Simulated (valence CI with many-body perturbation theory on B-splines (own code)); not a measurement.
The numbers below are computed, except where a source is named.
**Basis-set convergence for Eu XLIII**

Method: relativistic CI+MBPT: three valence electrons over a frozen Dirac-Fock core [Ar], a basis of 7 s, 7 p, 8 d, 6 f, 4 g, 1 h functions for each j, with the one-electron correlation potential Σ1, the two-electron term Σ2, the three-electron term Σ3, Breit, model QED; selected CI, second order for the rest, scaled by the run's own slope (own B-spline code, finite nucleus).

The last digits are not significant, and no measured levels were compared; by estimate large intervals hold to a few tenths of a per cent, small ones and those within an open d or f shell to about a per cent. Only levels of the ground parity were solved; by the run's estimate the other parity begins above the list, which can be wrong where configurations are misplaced.

The reference run has the lowest level (3d3/2^3) J=3/2 and an ionisation energy of 3279.58 eV. Its largest variational space holds 4703 state functions.

Levels are named by their leading jj configuration (3d3/2^4 stands for four electrons in 3d with j = 3/2), which in mixed levels can hold well under half, so a name can repeat and another be missing. Letters in brackets count levels of one name in rising energy.

Changed runs:
A. basis 6 s, 6 p, 5 d, 5 f, 1 g
B. basis 5 s, 5 p, 4 d, 4 f

Excitation energies of the reference run in cm⁻¹, and shifts in cm⁻¹:

```csv
Level,Reference,A,B
(3d3/2^2 3d5/2) J=5/2 [a],221952,-221,-363
(3d3/2^2 3d5/2) J=3/2,267759,-27,+55
(3d3/2^2 3d5/2) J=7/2,284317,-1.4,+77
(3d3/2^2 3d5/2) J=9/2,291239,+106,+319
(3d3/2^2 3d5/2) J=1/2,300591,+65,+243
(3d3/2^2 3d5/2) J=5/2 [b],434921,+226,+502
(3d3/2 3d5/2^2) J=7/2 [a],505918,-109,-122
(3d3/2 3d5/2^2) J=9/2,531791,-71,+1.1
(3d3/2 3d5/2^2) J=3/2 [a],565698,+15,+75
(3d3/2 3d5/2^2) J=1/2,584080,+152,+420
(3d3/2 3d5/2^2) J=11/2,597379,+199,+591
(3d3/2 3d5/2^2) J=5/2 [a],607221,+178,+438
Ionisation energy (eV),3279.58,-0.07,-0.09
```
